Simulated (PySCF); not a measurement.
BePb: input and log

State: ³Σ⁻ (triplet), unpaired electrons π ↑↑.

An equivalent input (the run itself took its basis sets from the Basis Set Exchange, started from a PBE0 density and held the occupation σ 6α 6β, πx 3α 2β, πy 3α 2β, δx 1α 1β, δy 1α 1β):

```python
from pyscf import gto, scf, cc
mol = gto.M(atom='Be 0 0 0; Pb 0 0 2.431', basis={'Be': 'def2-SVP', 'Pb': 'def2-SVP'}, ecp={'Pb': 'def2-SVP'},
            charge=0, spin=2, verbose=4, symmetry='C2v')
mf = scf.UHF(mol)
mf.irrep_nelec = {'A1': (7, 7), 'A2': (1, 1), 'B1': (3, 2), 'B2': (3, 2)}
mf.conv_tol = 1e-9
mf.max_cycle = 60
mf.diis_space = 10
mf.kernel()
mycc = cc.CCSD(mf, frozen=[[0, 2, 3, 4, 31, 32, 33, 34], [0, 2, 3, 4, 31, 32, 33, 34]])
mycc.run(conv_tol=1e-7, conv_tol_normt=1e-5, max_cycle=80, diis_space=8)
et = mycc.ccsd_t()
```

The SCF ended at -206.39133380 hartree. The coupled-cluster part of the log:

```
******** <class 'pyscf.cc.uccsd.UCCSD'> ********
CC2 = 0
CCSD nocc = (10, 8), nmo = (27, 27)
frozen orbitals [[0, 2, 3, 4, 31, 32, 33, 34], [0, 2, 3, 4, 31, 32, 33, 34]]
max_cycle = 80
direct = 0
conv_tol = 1e-07
conv_tol_normt = 1e-05
diis_space = 8
diis_start_cycle = 0
diis_start_energy_diff = 1e+09
Init t2, MP2 energy = -0.0965507890588361
Init E_corr(UCCSD) = -0.096550789087655
cycle = 1  E_corr(UCCSD) = -0.110003758963631  dE = -0.0134529699  norm(t1,t2) = 0.088488
cycle = 2  E_corr(UCCSD) = -0.115530247339236  dE = -0.00552648838  norm(t1,t2) = 0.043455
cycle = 3  E_corr(UCCSD) = -0.119506935576333  dE = -0.00397668824  norm(t1,t2) = 0.0284646
cycle = 4  E_corr(UCCSD) = -0.120167229125664  dE = -0.000660293549  norm(t1,t2) = 0.0137353
cycle = 5  E_corr(UCCSD) = -0.120264625111851  dE = -9.73959862e-05  norm(t1,t2) = 0.0102134
cycle = 6  E_corr(UCCSD) = -0.120597065231928  dE = -0.00033244012  norm(t1,t2) = 0.00490122
cycle = 7  E_corr(UCCSD) = -0.120611184146033  dE = -1.41189141e-05  norm(t1,t2) = 0.00205897
cycle = 8  E_corr(UCCSD) = -0.120626596207511  dE = -1.54120615e-05  norm(t1,t2) = 0.00119933
cycle = 9  E_corr(UCCSD) = -0.120645182927706  dE = -1.85867202e-05  norm(t1,t2) = 0.000676718
cycle = 10  E_corr(UCCSD) = -0.120639853409118  dE = 5.32951859e-06  norm(t1,t2) = 0.000331888
cycle = 11  E_corr(UCCSD) = -0.120639815117911  dE = 3.82912067e-08  norm(t1,t2) = 0.000179942
cycle = 12  E_corr(UCCSD) = -0.120641213234602  dE = -1.39811669e-06  norm(t1,t2) = 8.65642e-05
cycle = 13  E_corr(UCCSD) = -0.120641164582337  dE = 4.86522642e-08  norm(t1,t2) = 4.2145e-05
cycle = 14  E_corr(UCCSD) = -0.12064010292059  dE = 1.06166175e-06  norm(t1,t2) = 1.90849e-05
cycle = 15  E_corr(UCCSD) = -0.120639764726782  dE = 3.38193808e-07  norm(t1,t2) = 5.71192e-06
cycle = 16  E_corr(UCCSD) = -0.120639810610276  dE = -4.5883494e-08  norm(t1,t2) = 2.60458e-06
UCCSD converged
E(UCCSD) = -206.5119736122879  E_corr = -0.1206398106102761
UCCSD(T) correction = -0.00594973275211638
```

T1 diagnostic 0.029, D1 0.145, 18 electrons correlated, 4 of the virtual orbitals (those above 20 hartree) left out.

Repeating this along the bond gives Re = 2.532 Å and ωe = 335 cm⁻¹.

A point of this curve took 1.2 CPU seconds beside 0.06 for the integrals, on Arm Neoverse V2 (shared host).

Correlated steps freeze 4 core orbitals. Spin–orbit coupling is left out, which matters for elements this heavy, above all for dissociation energies. The state was picked by a PBE0 search and need not be the measured ground state.
